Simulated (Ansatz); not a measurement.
Geometry optimisation, RKS PBE/def2-SVP in Ansatz.

Input file:

```yaml
crystal:
  periodic: [false, false, false]
  atoms:
    - { symbol: B, position_ang: [-0.960125, 0.71949, 0.784647] }
    - { symbol: C, position_ang: [0.02092, -0.530363, 0.812742] }
    - { symbol: C, position_ang: [0.188544, -1.335907, -0.482299] }
    - { symbol: F, position_ang: [-1.87944, 0.867174, -0.179494] }
    - { symbol: F, position_ang: [-1.024789, 1.575112, 1.803622] }
    - { symbol: H, position_ang: [1.129461, 0.99098, -0.641253] }
    - { symbol: O, position_ang: [0.949722, 1.924101, -0.860795] }
    - { symbol: H, position_ang: [-0.401993, -1.195017, 1.603958] }
    - { symbol: H, position_ang: [0.995919, -0.211722, 1.241887] }
    - { symbol: H, position_ang: [0.791023, -2.255115, -0.327989] }
    - { symbol: H, position_ang: [-0.797039, -1.637191, -0.897557] }
    - { symbol: H, position_ang: [0.699681, -0.757353, -1.284243] }
    - { symbol: H, position_ang: [0.288018, 1.845612, -1.573227] }
basis:
  gaussian: { orbitals: def2-SVP }
hamiltonian:
  xc: pbe
relax:
  f_tol: 0.03
  max_steps: 50
output:
  orbitals: {}
```

Launched with:

```bash
$ ansatz run input.yaml --threads 4 --pin off --max-ram 5120MiB --backend cpu --events-out ev --progress --plain --runs-dir out
```

Problem. Where does it end, and by what steps?

Solution. It converged. The force dipped under the threshold on the way, but the program's further checks kept it going. After 19 steps the energy has fallen by 0.240 eV; H13 moved furthest, 0.76 Å.

```json
{"step": "0", "energy less start (eV)": "0.0000", "largest force component (eV/Å)": "0.244", "accepted": "yes"}
{"step": "1", "energy less start (eV)": "0.0280", "largest force component (eV/Å)": "2.525", "accepted": "no"}
{"step": "2", "energy less start (eV)": "-0.0351", "largest force component (eV/Å)": "0.722", "accepted": "yes"}
{"step": "3", "energy less start (eV)": "-0.0704", "largest force component (eV/Å)": "0.931", "accepted": "yes"}
{"step": "4", "energy less start (eV)": "-0.0940", "largest force component (eV/Å)": "0.643", "accepted": "yes"}
{"step": "5", "energy less start (eV)": "-0.1309", "largest force component (eV/Å)": "1.283", "accepted": "yes"}
{"step": "6", "energy less start (eV)": "-0.1797", "largest force component (eV/Å)": "0.594", "accepted": "yes"}
{"step": "7", "energy less start (eV)": "-0.2003", "largest force component (eV/Å)": "0.296", "accepted": "yes"}
{"step": "8", "energy less start (eV)": "-0.2114", "largest force component (eV/Å)": "0.125", "accepted": "yes"}
{"step": "9", "energy less start (eV)": "-0.2132", "largest force component (eV/Å)": "0.486", "accepted": "yes"}
{"step": "10", "energy less start (eV)": "-0.2094", "largest force component (eV/Å)": "0.509", "accepted": "no"}
{"step": "11", "energy less start (eV)": "-0.2303", "largest force component (eV/Å)": "0.069", "accepted": "yes"}
{"step": "12", "energy less start (eV)": "-0.2331", "largest force component (eV/Å)": "0.065", "accepted": "yes"}
{"step": "13", "energy less start (eV)": "-0.2338", "largest force component (eV/Å)": "0.398", "accepted": "yes"}
{"step": "14", "energy less start (eV)": "-0.2361", "largest force component (eV/Å)": "0.124", "accepted": "yes"}
{"step": "15", "energy less start (eV)": "-0.2258", "largest force component (eV/Å)": "0.409", "accepted": "no"}
{"step": "16", "energy less start (eV)": "-0.2393", "largest force component (eV/Å)": "0.073", "accepted": "yes"}
{"step": "17", "energy less start (eV)": "-0.2399", "largest force component (eV/Å)": "0.019", "accepted": "yes"}
{"step": "18", "energy less start (eV)": "-0.2400", "largest force component (eV/Å)": "0.074", "accepted": "yes"}
{"step": "19", "energy less start (eV)": "-0.2402", "largest force component (eV/Å)": "0.012", "accepted": "yes"}
```

```xyz
13
Properties=species:S:1:pos:R:3
B -0.653 0.843 0.551
C 0.042 -0.566 0.814
C 0.271 -1.438 -0.428
F -1.726 0.886 -0.315
F -0.738 1.739 1.572
H 0.851 1.035 -1.185
O 0.575 1.718 -0.538
H -0.629 -1.106 1.520
H 0.990 -0.417 1.374
H 0.686 -2.437 -0.181
H -0.671 -1.598 -0.991
H 1.000 -0.985 -1.142
H 0.002 2.325 -1.051
```

Whether the end is a true minimum wasn't checked by a vibrational analysis.

Time of the run: 45 s on 4 threads of Arm Neoverse N1, with other jobs on the host, peak memory 0.16 GiB.
